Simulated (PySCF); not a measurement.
Sn(OMe)(SH) (CH4OSSn), SMILES C[O][Sn][SH] (connectivity only; charge and spin as stated), neutral, multiplicity 1.

Geometry optimised at PBE-D3(BJ)/def2-SVP. A frequency run showed that this geometry is not a minimum. The structure was generated by enumeration; whether it is a known compound was not checked. The def2 effective core potentials stand for the cores of Sn; spin–orbit coupling is left out. One conformer was computed; it need not be the lowest.

These are PBE-D3(BJ)/def2-SVP run with PySCF values and carry that method's errors.

Frequencies are harmonic and unscaled.

```tsv
mode	ν (cm⁻¹)	IR (km/mol)	moving atoms (share of kinetic energy)
1	31i	0.1	H 99 %
2	110	2.0	S 41 %, C 32 %, H 15 %
3	151	15.2	O 56 %, H 20 %, C 16 %
4	242	2.4	O 37 %, C 30 %, H 19 %, Sn 10 %
5	298	8.7	H 94 %
6	313	32.1	S 73 %, Sn 23 %
7	499	48.5	O 68 %, Sn 14 %, C 11 %
8	595	22.6	H 93 %
9	1080	150.8	O 47 %, C 45 %, H 8 %
10	1120	0.0	H 76 %, C 19 %
11	1138	9.0	H 70 %, C 21 %, O 9 %
12	1410	0.1	H 96 %
13	1414	5.5	H 97 %
14	1415	40.5	H 89 %, C 10 %
15	2609	1.6	H 97 %
16	2895	80.7	H 97 %
17	2960	39.8	H 90 %, C 10 %
18	2996	44.8	H 91 %, C 9 %
```
